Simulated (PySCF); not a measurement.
Excitation energy of Tc⁺ by level of theory

Tc⁺ [Kr] 4d5 5s1 (7S) → Tc⁺ [Kr] 4d6 (5D), as a difference of total energies. Computed with PySCF 2.14 in def2-TZVPPD with the def2 core potential (28 electrons) (6s4p3d2f1g, 56 functions), with a scalar-relativistic core potential. Correlated levels: valence: 4s2 4p6 frozen. The calculations carry no spin-orbit coupling.

| method | excitation energy (eV) |
| --- | --- |
| UHF | 1.509 |
| MP2 (valence) | 0.790 |
| SCS-MP2 (valence) | 0.192 |
| CCSD (valence) | 0.793 |
| CCSD(T) (valence) | 0.745 |

Question: How much does correlation contribute at CCSD(T) (valence)?

Answer: 0.745 − (1.509) = -0.764 eV, measured against UHF.
